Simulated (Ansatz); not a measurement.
## Cost against result

Saddle point of ZrH$_{3}$Cl$_{3}$O, closed shell (ZrHCl₃O ([OH][Zr]([Cl])([Cl])[Cl]) + H₂ → ZrHCl₃ ([Cl][ZrH]([Cl])[Cl]) + H₂O (still joined by a long Zr–O bond); bonds formed: Zr1–H7, O2–H6; bonds broken: H6–H7; bonds weakened to dative contacts: Zr1–O2), PBE0-D4/def2-TZVP structure:

```json
{"atom": "Zr1", "x (Å)": "-0.3095", "y (Å)": "0.1879", "z (Å)": "-0.5731"}
{"atom": "O2", "x (Å)": "1.2189", "y (Å)": "-0.1504", "z (Å)": "0.8828"}
{"atom": "Cl3", "x (Å)": "0.3284", "y (Å)": "-1.7384", "z (Å)": "-1.7383"}
{"atom": "Cl4", "x (Å)": "-2.6308", "y (Å)": "0.1003", "z (Å)": "-0.8426"}
{"atom": "Cl5", "x (Å)": "0.3859", "y (Å)": "2.1557", "z (Å)": "-1.5838"}
{"atom": "H6", "x (Å)": "0.1742", "y (Å)": "0.0610", "z (Å)": "1.4417"}
{"atom": "H7", "x (Å)": "-0.8243", "y (Å)": "0.3723", "z (Å)": "1.3573"}
{"atom": "H8", "x (Å)": "1.6571", "y (Å)": "-0.9885", "z (Å)": "1.0562"}
```

Barriers are electronic and count from the start structure reached by relaxing down the imaginary mode.

Ansatz 0.2.0; basis: as named in each row; cores frozen in the correlated methods. Core potentials replace the inner electrons of the atoms past krypton. B3LYP uses VWN-RPA correlation. Extrapolation: Hartree–Fock as exp(−7.88 √X), correlation as X^−2.97.

Times are rough, for one single point on 8 threads of a shared host (Arm Neoverse V1).

The estimate by CCSD(T) at an estimated basis limit (MP2 extrapolated from triple and quadruple zeta, plus CCSD(T) − MP2 in triple zeta) is 1.555 eV.

| method | basis | time (s) | barrier (eV) | method less estimate |
| --- | --- | --- | --- | --- |
| SPW92 | def2-SVP | under 1 | 0.896 | -0.660 |
| PBE-D4 | def2-SVP | under 1 | 1.262 | -0.294 |
| PBE0-D4 | def2-SVP | 1 | 1.357 | -0.198 |
| SPW92 | def2-TZVPP | 1 | 0.936 | -0.619 |
| PBE-D4 | def2-TZVPP | 2 | 1.317 | -0.238 |
| BLYP-D4 | def2-TZVPP | 2 | 1.492 | -0.063 |
| BHLYP-D4 | def2-TZVPP | 3 | 1.626 | 0.071 |
| B3LYP-D4 | def2-TZVPP | 3 | 1.533 | -0.022 |
| CAM-B3LYP-D4 | def2-TZVPP | 3 | 1.536 | -0.019 |
| PBE0-D4 | def2-TZVPP | 3 | 1.394 | -0.161 |
| r2SCAN-D4 | def2-TZVPP | 4 | 1.397 | -0.158 |
| B2PLYP | def2-TZVPP | 5 | 1.571 | 0.016 |
| PBE-QIDH | def2-TZVPP | 5 | 1.473 | -0.082 |
| RPA on PBE | def2-TZVPP | 5 | 1.499 | -0.057 |
| r2SCAN0-D4 | def2-TZVPP | 5 | 1.448 | -0.107 |
| wB97M-V | def2-SVP | 6 | 1.437 | -0.118 |
| CCSD(T) | def2-SVP | 6 | 1.602 | 0.047 |
| wB97X-V | def2-TZVPP | 7 | 1.561 | 0.006 |
| B97M-V | def2-TZVPP | 8 | 1.444 | -0.111 |
| wB97M-V | def2-TZVPP | 8 | 1.537 | -0.019 |
| MP2 | def2-QZVPP | 12 | 1.558 | 0.003 |
| CCSD(T) | def2-TZVPP | 200 | 1.525 | -0.030 |

All methods are single points on the PBE0-D4 structures.

No T1 diagnostic of these runs exceeds 0.017.

Labels in which every atom is bracketed show which atoms are joined, not bond orders.
